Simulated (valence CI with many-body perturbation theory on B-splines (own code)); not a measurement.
**E1 line list for Pb LXVIII**

Method: configuration interaction combined with many-body perturbation theory (CI+MBPT): five valence electrons over a frozen Dirac-Fock core [Ne], a basis of 9 s, 9 p, 8 d, 6 f, 3 g, 1 h functions for each j, with the one-electron correlation potential Σ1 (screened to all orders), the two-electron term Σ2, the three-electron term Σ3, Breit, model QED; selected single and double excitations, second order for the rest (own B-spline code, finite nucleus).

The last digits are not significant, and no measured levels were compared; by estimate large intervals hold to a few tenths of a per cent, small ones and those within an open d or f shell to about a per cent. Among the levels kept, up to 620 cm⁻¹ of a level comes from second order outside the variational space, and about a tenth of that is noise between levels of different J, which matters for small intervals.

Lines 151 to 200 of 216 in falling wavelength, among levels below 1300.7 eV, chosen from the strongest by gf and those to the six lowest levels. Wavelengths and rates use the calculated energies. Electric multipoles are in the length gauge, E1 and E2 with the static RPA response of the core. Weak lines are less certain than strong ones. Lines between different terms over intervals too small for the method are left out, as are lines whose strength nearly cancels. The highest levels of a list are the least certain.

Levels are named by their leading jj configuration (3d3/2^4 stands for four electrons in 3d with j = 3/2), which in mixed levels can hold well under half, so a name can repeat and another be missing. Letters in brackets count levels of one name in rising energy.

```
λ vac (Å)                               Upper                               Lower   A (s⁻¹)  S (a.u.) with core polarisation  S without
    29.38      (3s^2 3p1/2 3d3/2 3d5/2) J=1/2  (3s^2 3p1/2 3p3/2 3d3/2) J=3/2 [a]  1.35e+11                         3.39e-03   3.43e-03
    29.33      (3s^2 3p1/2 3d3/2 3d5/2) J=1/2  (3s^2 3p1/2 3p3/2 3d3/2) J=1/2 [a]  5.04e+11                         1.25e-02   1.27e-02
    29.26      (3s^2 3p1/2 3d3/2 3d5/2) J=3/2  (3s^2 3p1/2 3p3/2 3d3/2) J=5/2 [a]  7.55e+10                         3.73e-03   3.78e-03
    28.87  (3s^2 3p1/2 3p3/2 3d5/2) J=3/2 [b]          (3s^2 3p1/2 3p3/2^2) J=5/2  9.17e+10                         4.36e-03   4.41e-03
    28.84  (3s^2 3p1/2 3p3/2 3d5/2) J=5/2 [b]          (3s^2 3p1/2 3p3/2^2) J=3/2  9.08e+11                         6.46e-02   6.53e-02
    28.49  (3s 3p1/2^2 3p3/2 3d5/2) J=7/2 [b]          (3s 3p1/2^2 3p3/2^2) J=5/2  2.55e+11                         2.33e-02   2.35e-02
    28.02  (3s^2 3p1/2 3p3/2 3d5/2) J=3/2 [b]          (3s^2 3p1/2 3p3/2^2) J=3/2  4.45e+06                         1.93e-07   1.92e-07
    27.92      (3s^2 3p1/2 3d3/2 3d5/2) J=3/2          (3s 3p1/2^2 3p3/2^2) J=3/2  2.71e+10                         1.17e-03   1.18e-03
    27.76      (3s^2 3p1/2 3p3/2 3d5/2) J=1/2          (3s^2 3p1/2 3p3/2^2) J=3/2  8.77e+10                         1.85e-03   1.87e-03
    27.49  (3s 3p1/2^2 3p3/2 3d5/2) J=5/2 [b]          (3s 3p1/2^2 3p3/2^2) J=5/2  3.47e+10                         2.13e-03   2.16e-03
    27.32  (3s 3p1/2^2 3p3/2 3d5/2) J=3/2 [b]          (3s 3p1/2^2 3p3/2^2) J=5/2  3.07e+10                         1.24e-03   1.25e-03
    27.17  (3s^2 3p1/2 3d3/2 3d5/2) J=7/2 [b]      (3s^2 3p1/2 3p3/2 3d3/2) J=7/2  1.18e+10                         9.31e-04   9.44e-04
    26.71  (3s^2 3p1/2 3d3/2 3d5/2) J=7/2 [a]          (3s 3p1/2^2 3p3/2^2) J=5/2  9.32e+09                         7.01e-04   7.09e-04
    26.37  (3s^2 3p1/2 3d3/2 3d5/2) J=7/2 [b]  (3s^2 3p1/2 3p3/2 3d3/2) J=5/2 [a]  2.09e+10                         1.51e-03   1.53e-03
    19.88  (3s 3p1/2^2 3p3/2 3d3/2) J=5/2 [a]          (3s^2 3p1/2^2 3d5/2) J=5/2  4.35e+08                         1.01e-05   1.02e-05
    19.80  (3s 3p1/2^2 3p3/2 3d3/2) J=3/2 [a]          (3s^2 3p1/2^2 3d5/2) J=5/2  1.65e+08                         2.53e-06   2.56e-06
    19.48      (3s 3p1/2^2 3p3/2 3d3/2) J=7/2          (3s^2 3p1/2^2 3d5/2) J=5/2  2.65e+10                         7.74e-04   7.84e-04
    18.89  (3s 3p1/2^2 3p3/2 3d3/2) J=3/2 [b]          (3s^2 3p1/2^2 3d5/2) J=5/2  5.64e+09                         7.51e-05   7.60e-05
    18.59  (3s 3p1/2^2 3p3/2 3d3/2) J=5/2 [b]          (3s^2 3p1/2^2 3d5/2) J=5/2  8.48e+09                         1.61e-04   1.63e-04
    17.75          (3s^2 3p1/2 3d3/2^2) J=5/2          (3s^2 3p1/2^2 3d5/2) J=5/2  1.03e+09                         1.71e-05   1.73e-05
    16.51          (3s^2 3p1/2 3d3/2^2) J=3/2          (3s^2 3p1/2^2 3d5/2) J=5/2  1.54e+10                         1.37e-04   1.39e-04
    16.30                (3s^2 3p3/2^3) J=3/2          (3s^2 3p1/2^2 3d5/2) J=5/2  7.96e+08                         6.80e-06   6.89e-06
    16.09  (3s 3p1/2^2 3p3/2 3d3/2) J=5/2 [a]          (3s^2 3p1/2^2 3d3/2) J=3/2  1.12e+10                         1.38e-04   1.40e-04
    16.05  (3s 3p1/2^2 3p3/2 3d3/2) J=3/2 [a]          (3s^2 3p1/2^2 3d3/2) J=3/2  1.19e+11                         9.70e-04   9.82e-04
    16.01  (3s 3p1/2^2 3p3/2 3d5/2) J=5/2 [a]          (3s^2 3p1/2^2 3d5/2) J=5/2  4.67e+11                         5.67e-03   5.74e-03
    16.00          (3s 3p1/2^2 3p3/2^2) J=5/2          (3s^2 3p1/2^2 3p3/2) J=3/2  7.59e+11                         9.21e-03   9.33e-03
    15.98  (3s 3p1/2^2 3p3/2 3d3/2) J=1/2 [a]          (3s^2 3p1/2^2 3d3/2) J=3/2  1.21e+10                         4.89e-05   4.95e-05
    15.84  (3s 3p1/2^2 3p3/2 3d5/2) J=7/2 [a]          (3s^2 3p1/2^2 3d5/2) J=5/2  8.63e+10                         1.35e-03   1.37e-03
    15.75  (3s 3p1/2^2 3p3/2 3d5/2) J=3/2 [a]          (3s^2 3p1/2^2 3d5/2) J=5/2  3.27e+11                         2.53e-03   2.56e-03
    15.48  (3s 3p1/2^2 3p3/2 3d5/2) J=7/2 [b]          (3s^2 3p1/2^2 3d5/2) J=5/2  2.29e+12                         3.36e-02   3.40e-02
    15.44  (3s 3p1/2^2 3p3/2 3d3/2) J=3/2 [b]          (3s^2 3p1/2^2 3d3/2) J=3/2  1.33e+12                         9.69e-03   9.82e-03
    15.37          (3s 3p1/2^2 3p3/2^2) J=3/2          (3s^2 3p1/2^2 3p3/2) J=3/2  1.72e+12                         1.24e-02   1.25e-02
    15.30          (3s 3p1/2^2 3p3/2^2) J=1/2          (3s^2 3p1/2^2 3p3/2) J=3/2  1.47e+12                         5.20e-03   5.26e-03
    15.24  (3s 3p1/2^2 3p3/2 3d3/2) J=5/2 [b]          (3s^2 3p1/2^2 3d3/2) J=3/2  2.16e+12                         2.26e-02   2.29e-02
    15.18  (3s 3p1/2^2 3p3/2 3d5/2) J=5/2 [b]          (3s^2 3p1/2^2 3d5/2) J=5/2  9.99e+11                         1.03e-02   1.05e-02
    15.13  (3s 3p1/2^2 3p3/2 3d5/2) J=3/2 [b]          (3s^2 3p1/2^2 3d5/2) J=5/2  1.76e+12                         1.20e-02   1.22e-02
    15.12  (3s 3p1/2^2 3p3/2 3d3/2) J=1/2 [b]          (3s^2 3p1/2^2 3d3/2) J=3/2  2.95e+12                         1.01e-02   1.02e-02
    14.99  (3s^2 3p1/2 3p3/2 3d3/2) J=5/2 [a]          (3s^2 3p1/2^2 3p3/2) J=3/2  2.14e+09                         2.13e-05   2.16e-05
    14.94  (3s^2 3p1/2 3d3/2 3d5/2) J=7/2 [a]          (3s^2 3p1/2^2 3d5/2) J=5/2  1.50e+11                         1.98e-03   2.00e-03
    14.92  (3s^2 3p1/2 3p3/2 3d3/2) J=1/2 [a]          (3s^2 3p1/2^2 3p3/2) J=3/2  1.02e+09                         3.33e-06   3.39e-06
    14.90  (3s^2 3p1/2 3p3/2 3d3/2) J=3/2 [a]          (3s^2 3p1/2^2 3p3/2) J=3/2  6.86e+11                         4.48e-03   4.54e-03
    14.85  (3s^2 3p1/2 3d3/2 3d5/2) J=5/2 [a]          (3s^2 3p1/2^2 3d5/2) J=5/2  3.34e+11                         3.24e-03   3.28e-03
    14.73      (3s^2 3p1/2 3d3/2 3d5/2) J=3/2          (3s^2 3p1/2^2 3d5/2) J=5/2  5.45e+10                         3.44e-04   3.49e-04
    14.67          (3s^2 3p1/2 3d3/2^2) J=5/2          (3s^2 3p1/2^2 3d3/2) J=3/2  5.55e+12                         5.19e-02   5.26e-02
    14.16  (3s^2 3p1/2 3p3/2 3d3/2) J=5/2 [b]          (3s^2 3p1/2^2 3p3/2) J=3/2  7.13e+12                         6.00e-02   6.08e-02
    14.02  (3s^2 3p1/2 3d3/2 3d5/2) J=5/2 [b]          (3s^2 3p1/2^2 3d5/2) J=5/2  1.15e+13                         9.39e-02   9.52e-02
    13.96  (3s^2 3p1/2 3d3/2 3d5/2) J=7/2 [b]          (3s^2 3p1/2^2 3d5/2) J=5/2  9.17e+12                         9.85e-02   9.98e-02
    13.95  (3s^2 3p1/2 3p3/2 3d3/2) J=1/2 [b]          (3s^2 3p1/2^2 3p3/2) J=3/2  9.91e+12                         2.66e-02   2.69e-02
    13.92  (3s^2 3p1/2 3p3/2 3d3/2) J=3/2 [b]          (3s^2 3p1/2^2 3p3/2) J=3/2  1.45e+13                         7.73e-02   7.84e-02
    13.88          (3s^2 3p1/2 3d3/2^2) J=1/2          (3s^2 3p1/2^2 3d3/2) J=3/2  9.33e+12                         2.46e-02   2.49e-02
```
